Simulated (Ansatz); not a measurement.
Total energies of CH4Cl2SiTe (`[SiH3]C(Cl)(Cl)[TeH]`).

```xyz
9

Si    0.4785   -1.0814   -0.0178
C    -0.0277    0.6915   -0.4683
Cl    1.2734    1.8018    0.0047
Cl   -0.3097    0.7756   -2.2260
Te   -1.9246    1.2154    0.4424
H     0.6142   -1.1430    1.4579
H     1.7740   -1.3801   -0.6768
H    -0.5825   -1.9998   -0.4918
H    -1.2956    1.1201    1.9756
```

Charge 0, multiplicity 1. Correlated methods include outer-core shells of Te, which these sets cover unevenly. Te: def2 effective core potential. The structure was optimised at the PBE0-D4/def2-TZVP level. Basis def2-TZVPP, the Gaussian-basis code of Ansatz.

RPA on PBE orbitals: Hartree–Fock energy of these orbitals -1515.07174 Eh, correlation -1.75284 Eh (frozen core).

```
             functional  energy without D4 (Eh)  D4 term (kJ/mol)
                 revPBE             -1518.25625             -91.1
                 r2SCAN             -1518.44859              -8.0
                   PBE0             -1517.99101             -30.9
                  B3LYP             -1518.59182             -59.7
                r2SCANh             -1518.43006              -8.9
                r2SCAN0             -1518.40371             -10.0
HSE06 (plane-wave form)             -1517.96501             -29.3
                  BHLYP             -1518.36279             -52.8
                ωB97M-V             -1518.33853                 –
                 B2PLYP             -1517.85886                 –
```

Q: Give the same for LDA (SPW92), PBE, BLYP, B97M-V, CAM-B3LYP, LC-ωPBE, ωB97X-V, PBE-QIDH. (Estimate.)

A: Ansatz gave: 
```json
{"functional": "LDA (SPW92)", "energy without D4 (Eh)": "-1513.56113", "D4 term (kJ/mol)": "–"}
{"functional": "PBE", "energy without D4 (Eh)": "-1517.86782", "D4 term (kJ/mol)": "-36.1"}
{"functional": "BLYP", "energy without D4 (Eh)": "-1518.36602", "D4 term (kJ/mol)": "-77.7"}
{"functional": "B97M-V", "energy without D4 (Eh)": "-1518.13232", "D4 term (kJ/mol)": "–"}
{"functional": "CAM-B3LYP", "energy without D4 (Eh)": "-1518.45566", "D4 term (kJ/mol)": "-32.3"}
{"functional": "LC-ωPBE", "energy without D4 (Eh)": "-1518.11721", "D4 term (kJ/mol)": "–"}
{"functional": "ωB97X-V", "energy without D4 (Eh)": "-1518.24805", "D4 term (kJ/mol)": "–"}
{"functional": "PBE-QIDH", "energy without D4 (Eh)": "-1517.57266", "D4 term (kJ/mol)": "–"}
```

B3LYP takes the VWN-RPA correlation (the form of Gaussian; ORCA's B3LYP/G). HSE06 is the plane-wave form, built on full-range PBE exchange. The double hybrids freeze the cores in their second-order part.

LC-ωPBE has ω = 0.4 bohr⁻¹.
